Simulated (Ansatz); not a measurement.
Reactions of CH3GaOS (`[OH][Ga]1[CH2][S]1`).

Program: Ansatz. Geometries: PBE0-D4/def2-TZVP. ΔE: electronic, gas phase. CBS: MP2 limit from def2 TZ/QZ plus the TZ coupled-cluster correction, frozen cores. This one scheme is used for every species, atoms too. Functionals use def2-TZVPP. Open shells (•) are unrestricted, without spin–orbit coupling. Spin–orbit coupling would lower the free atoms: a little for C, O, S; clearly for Ga. For Ga outer-core shells are correlated without core-valence functions, so the limit isn't a true one: a few kJ/mol of doubt a bond, and 10 to 20 or more in all where bonds break to atoms. Scalar relativity is left out up to krypton. One conformer a species, not always the lowest.

```json
{"reaction": "`[OH][Ga]1[CH2][S]1` → C• + Ga• + 3 H• + O• + S•", "CCSD(T)/CBS(def2) (kcal/mol)": "561.1"}
{"reaction": "`[OH][Ga]1[CH2][S]1` + CH₄ → `[CH3][Ga]1[CH2][S]1` + H₂O", "CCSD(T)/CBS(def2) (kcal/mol)": "?"}
{"reaction": "`[OH][Ga]1[CH2][S]1` + `O[SiH3]` → `O[SiH2][Ga]1[CH2][S]1` + H₂O", "CCSD(T)/CBS(def2) (kcal/mol)": "-0.5"}
{"reaction": "`[OH][Ga]1[CH2][S]1` + H₂ → `[CH2]1[S][GaH]1` + H₂O", "CCSD(T)/CBS(def2) (kcal/mol)": "2.4"}
```

Problem. Fill in the missing values. (Estimate.)

Solution. The calculation gave: `[OH][Ga]1[CH2][S]1` + CH₄ → `[CH3][Ga]1[CH2][S]1` + H₂O: +8.1 kcal/mol.

Largest T1 diagnostic: 0.015, for `O[SiH2][Ga]1[CH2][S]1`.
